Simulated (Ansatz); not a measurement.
Reaction (hydrogenolysis of a C–F bond): `FCC#CC(F)F` + H₂ → `FCC#CCF` + H–F

Calculated with Ansatz (gas phase, PBE0-D4/def2-TZVP geometries, no zero-point term in ΔE). CCSD(T)/CBS is the MP2 limit (def2-TZVPP, def2-QZVPP) plus CCSD(T) − MP2 in def2-TZVPP, frozen cores. This one scheme is used for every species. Functionals use def2-TZVPP. B3LYP here is the variant with VWN-RPA as its local correlation; programs differ in this. HSE06 is defined as in plane-wave codes.

Q: Is it downhill or uphill in electronic energy at CCSD(T)/CBS, and by how much? (An estimate is asked.)

A: Computed: Downhill: ΔE = -0.86 eV.

Q: What do these levels give: B97M-V, B3LYP-D4, HSE06-D4, CAM-B3LYP-D4, PBE-QIDH, PBE0, r2SCANh, HSE06, RPA@PBE/def2-TZVPP, SCS-MP2/def2-TZVPP, CCSD(T)/def2-TZVPP, HF/CBS(def2)? (Estimate.)

A: Ansatz gave: B97M-V -0.71, B3LYP-D4 -0.75, HSE06-D4 -0.79, CAM-B3LYP-D4 -0.74, PBE-QIDH -0.83, PBE0 -0.80, r2SCANh -0.72, HSE06 -0.80, RPA@PBE/def2-TZVPP -0.74, SCS-MP2/def2-TZVPP -0.81, CCSD(T)/def2-TZVPP -0.79, HF/CBS(def2) -0.83 eV.

Q: What do rigid-rotor, harmonic-oscillator terms from PBE0-D4/def2-TZVP frequencies (298.15 K, 1 bar) make of the CCSD(T)/CBS value? (Best estimate.)

A: Computed: ΔZPE = +0.19 eV, ΔH = -0.68 eV, ΔS = 15 J/(mol·K), ΔG = -0.73 eV. Modes under 50 cm⁻¹ make the entropy rough.

Largest T1 diagnostic among the species: 0.012.

From r2SCAN to r2SCAN0 (25 % exact exchange), in def2-TZVPP and without D4, ΔE moves by −0.08 eV. At CCSD(T), def2-SVP lies +0.26 eV from the extrapolated value and def2-TZVPP +0.06 eV. Leaving LDA and LC-ωPBE aside and taking each functional with its dispersion term where it has one, the values, not all of them listed here, spread over 0.15 eV, from PBE-QIDH to r2SCAN-D4. LDA lies +0.06 eV from PBE without D4.
